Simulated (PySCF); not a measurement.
# Pm²⁺: interval between two levels

Pm²⁺ [Xe] 4f5 [6H15/2, M_J = 15/2] → Pm²⁺ [Xe] 4f4 6s1 [6I17/2, M_J = 17/2], as a difference of total energies. Computed with PySCF 2.14 in x2c-TZVPall-2c with one added diffuse shell each of s, p, d, f type (12s12p11d5f1g, 147 functions), with the two-component X2C-1e Hamiltonian. Correlated levels: [Ar] 3d10 frozen; the 18 highest virtual spinors dropped. "Screened" scales the spin-orbit matrix elements by Boettger's factors to mimic the two-electron term; Breit and QED terms are absent.

```json
{"method": "GHF (screened spin-orbit)", "interval between two levels (cm⁻¹)": "18747"}
{"method": "GMP2 (screened spin-orbit)", "interval between two levels (cm⁻¹)": "25328"}
```

The labels give the starting determinants; with spin-orbit coupling the two ends relaxed to ⟨J²⟩ = 63.77, ⟨L²⟩ = 30.34, ⟨S²⟩ = 8.70 and ⟨J²⟩ = 80.75, ⟨L²⟩ = 42.43, ⟨S²⟩ = 8.67.
